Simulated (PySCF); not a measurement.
**Fine-structure interval of Pr⁴⁺ by level of theory**

Pr⁴⁺ [Xe] 4f1 [4f5/2^1, M_J = 5/2] → Pr⁴⁺ [Xe] 4f1 [4f7/2^1, M_J = 7/2], as a difference of total energies. All numbers are calculated (PySCF 2.14, the two-component X2C-1e Hamiltonian, in x2c-SVPall-2c (7s10p9d3f1g, 112 functions)). Correlated levels: [Ar] 3d10 frozen; the 16 highest virtual spinors dropped. "Screened" scales the spin-orbit matrix elements by Boettger's factors to mimic the two-electron term; Breit and QED terms are absent.

| method | fine-structure interval (cm⁻¹) |
| --- | --- |
| GHF (screened spin-orbit) | 2958.4 |
| GMP2 (screened spin-orbit) | 3062.7 |
| GHF (bare spin-orbit) | 5964.9 |
